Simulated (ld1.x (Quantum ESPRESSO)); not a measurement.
## Configuration tests for phosphorus (P) (RRKJ)

phosphorus, norm-conserving RRKJ (Kleinman–Bylander form), made with ld1.x (Quantum ESPRESSO) 7.5 (PBE, fully relativistic). Core [Ne], reference 3s2 3p2.5 (charge +0.5). Waves: 3p (bound): rc 1.45 bohr; 3d channel at 0.05 Ry: rc 1.50 bohr; 3s (bound): rc 1.05 bohr. Local part: the s channel. Core correction: Bessel-smoothed model core inside 0.65 bohr. rho0 = 0.001.

Open shells are filled in proportion to 2j + 1 (rel_dist='average').

Energies are relative to the spin-unpolarised reference configuration 3s2 3p2.5; without spin polarisation the order of configurations can differ from experiment.

```tsv
valence configuration	charge	ΔE all-electron (eV)	error AE − PS (meV)
3s2 3p2	+1	5.955	+1.9
3s2 3p1	+2	25.102	+26
3s1 3p0	+4	106.847	+224
3s1 3p3	+1	15.075	-1.0
3s2 3p0	+3	54.841	+94
```

(1) What are ΔE and the potential's error for 3s1 3p4?

(2) What are ΔE and the potential's error for 3s2 3p3?

Results:

(1) ΔE = 4.759 eV all-electron; the error (AE − PS) is -9.9 meV.

(2) ΔE = -3.775 eV all-electron; the error (AE − PS) is +1.1 meV.
